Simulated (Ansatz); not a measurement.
Reaction (ligand exchange at the Al–Se bond): `C[Se][Al]([Cl])[Cl]` + CH₃NH₂ → `C[NH][Al]([Cl])[Cl]` + `C[SeH]`

Isolated molecules relaxed with PBE0-D4/def2-TZVP in Ansatz; ΔE leaves out vibrations. CBS: MP2 limit from def2 TZ/QZ plus the TZ coupled-cluster correction, frozen cores. DFT in def2-TZVPP. B3LYP here is the variant with VWN-RPA as its local correlation; programs differ in this. For Se outer-core shells are correlated without core-valence functions, which leaves a few kJ/mol of doubt a bond. Scalar relativity is left out up to krypton. Each species was taken in one conformer, which may not be the lowest.

`C[Se][Al]([Cl])[Cl]`:

```xyz
8

C     0.243   -0.277   -1.466
Se    1.433   -0.054    0.083
Al   -0.129    0.306    1.707
Cl    0.483    0.570    3.677
Cl   -2.165    0.398    1.252
H    -0.696    0.246   -1.311
H     0.063   -1.337   -1.623
H     0.767    0.147   -2.320
```

CH₃NH₂:

```xyz
7

C     0.190   -0.237   -0.480
N     0.011    0.476    0.773
H    -0.708   -0.738   -0.870
H     0.967   -0.995   -0.357
H     0.542    0.458   -1.245
H    -0.305   -0.154    1.500
H    -0.699    1.191    0.679
```

`C[NH][Al]([Cl])[Cl]`:

Cartesian coordinates in Å:
```
C -1.264 -0.278 -0.331
N 0.173 -0.467 -0.301
Al 1.384 0.506 0.501
Cl 0.815 2.186 1.595
Cl 3.395 -0.018 0.360
H -1.535 0.609 0.244
H -1.799 -1.128 0.107
H -1.638 -0.133 -1.351
H 0.469 -1.277 -0.825
```

`C[SeH]`:

```xyz
6

C     0.002    0.010   -0.546
Se   -0.055    0.798    1.236
H     0.933   -0.531   -0.696
H    -0.047    0.845   -1.244
H    -0.855   -0.641   -0.704
H     0.022   -0.481    1.953
```

```csv
level,ΔE (kJ/mol),difference from CCSD(T)/CBS
LDA (SPW92),19.4,-3.8
PBE-D4,26.9,3.7
B3LYP-D4,18.5,-4.7
BHLYP-D4,20.0,-3.2
PBE,25.3,2.1
revPBE,26.4,3.2
CAM-B3LYP,10.6,-12.6
RPA@PBE/def2-TZVPP,15.0,-8.2
HF/def2-SVP,14.7,-8.5
HF/CBS(def2),14.8,-8.4
CCSD(T)/CBS,23.2,0
```

Largest T1 diagnostic among the species: 0.009.

Leaving LDA and LC-ωPBE aside and taking each functional with its dispersion term where it has one, the values, not all of them listed here, spread over 15.1 kJ/mol, from CAM-B3LYP-D4 to HSE06-D4. LDA lies −5.9 kJ/mol from PBE without D4. At CCSD(T), def2-SVP lies −8.5 kJ/mol from the extrapolated value and def2-TZVPP −5.4 kJ/mol.
